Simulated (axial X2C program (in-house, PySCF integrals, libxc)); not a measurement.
What spin–orbit coupling does to CoP

All values were computed with an in-house relativistic program for diatomic molecules. Spin-free means the one-electron spin-free X2C Hamiltonian; two-component (2c) means X2C with spin–orbit coupling and atomic mean-field two-electron Coulomb and Gaunt terms, so the difference of the two also holds small scalar two-electron terms. Basis: Co dyall-cv3z [9s10p6d3f2g], P dyall-v3z [8s7p2d1f] (cores contracted in-house); Gaussian nuclei, density fitting, unrestricted open shells. Masses: Co 58.933 u, P 30.974 u.

Spin-free state: M_S = 2, Λ = 2 (beyond evenly filled blocks: σα, π+α, π-α, δ+α, δ+β, δ-α); fragments Co + P.

```
level  Re (Å)  ωe (cm⁻¹)  De (eV)  μ (D)
 PBE0   2.096      400.6    2.083  -3.88
B97-3   2.130      378.3    1.926  -3.92
```

Dipoles are positive if P is the positive end.

Two-component determinant lowest at the distance of the search:

Ω = 4 (⟨Sz⟩ = 2.00, ⟨Lz⟩ = 2.00 at PBE0); fragments Co + P.

```tsv
level	Re (Å)	ωe (cm⁻¹)	μ (D)
PBE0	2.097	400.5	-3.88
B97-3	2.130	378.1	-3.92
```

**Question.** From the two tables, how do the constants change at the PBE0 level (2c against spin-free)?

**Answer.** At the PBE0 level Re is unchanged within 0.001 Å and ωe is unchanged to within 0.2 cm⁻¹.

The state is a single determinant with fixed occupations, the lowest that a limited PBE0 search found. De is counted from the lowest determinant-based energies of the atoms at the same level, without counterpoise correction. De is not given where an atomic determinant may have missed its ground term or J level, or where the truncated virtual space spoils (T). Density functionals use the spin component along the axis (collinear). Other states lie close and PBE0, whose exact exchange favours high spin, may order them wrongly; the determinant shown need not be the ground state. The nearest other spin-free determinant of the search, M_S = 1, Λ = 3, lies 0.37 eV up at the distance of the search. The functionals have no current-density term, which raises determinants with orbital currents, atoms included. With several unpaired electrons one determinant need not be a pure state. Open-shell Ω = 0 determinants with evenly filled partner blocks cannot be reached by this program, so the Ω shown need not be the lowest component.
